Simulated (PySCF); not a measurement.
# J couplings in C5H5NO2

Cartesian coordinates in Å; atom numbers follow the order of the lines, from 1:
```xyz
13

C     2.371    0.175    0.200
N     1.551   -0.544   -0.438
C     0.199   -0.385   -0.331
C    -0.693   -1.133   -1.002
O    -1.987   -0.799   -0.741
C    -2.013    0.231    0.156
O    -3.029    0.715    0.554
C    -0.584    0.598    0.508
H     3.422   -0.021    0.055
H     2.105    0.981    0.888
H    -0.538   -1.935   -1.697
H    -0.389    1.640    0.250
H    -0.420    0.479    1.581
```

Couplings: B3LYP/pcJ-1 (spin–dipole term only in couplings to heteroatoms) in PySCF 2.14, geometry GFN2-xTB; gas phase, one conformer, non-relativistic. Couplings are averaged over pairs made equivalent by symmetry, fast rotation or ring inversion, so a value needn't be that of the named pair in this geometry, while other rotamers aren't included; one pair stands for each set, and the list holds a selection of those of at least 1.5 Hz over up to four bonds, among pairs with at least one C or N or H atom (others weren't computed).

Isotopes: 13C, 1H, 17O, 15N. Couplings to quadrupolar nuclei such as 17O and 33S are rarely resolved in practice.

```tsv
pair	bonds	J (Hz)
C1, N2	1	?
C1, H9	1	191.3
C1, H10	1	162.1
N2, C3	1	-4.2
C3, C4	1	?
C3, C8	1	39.9
C4, O5	1	26.0
C4, H11	1	212.8
O5, C6	1	32.6
C6, O7	1	26.8
C6, C8	1	?
C8, H12	1	?
N2, C4	2	?
N2, H9	2	?
C3, C6	2	5.3
C3, H11	2	6.1
C3, H12	2	-6.5
C4, C6	2	2.2
O5, H11	2	?
H9, H10	2	16.2
H12, H13	2	-25.1
C3, H9	3	20.5
C4, H12	3	5.8
C6, H11	3	11.0
C8, H11	3	3.1
C4, H10	4	?
```

**Question.** Estimate the withheld couplings, with signs.

**Answer.** 
- 1J(C1,N2) = -10.0 Hz (bond length 1.263 Å)
- 1J(C3,C4) = 93.1 Hz (bond length 1.344 Å)
- 1J(C6,C8) = 56.6 Hz (bond length 1.517 Å)
- 1J(C8,H12) = 142.8 Hz (bond length 1.092 Å, sp3 carbon)
- 2J(N2,C4) = -12.4 Hz (angle at C3 124°)
- 2J(N2,H9) = -11.6 Hz (angle at C1 117°)
- 2J(O5,H11) = -21.4 Hz (angle at C4 116°)
- 4J(C4,H10) = -1.7 Hz
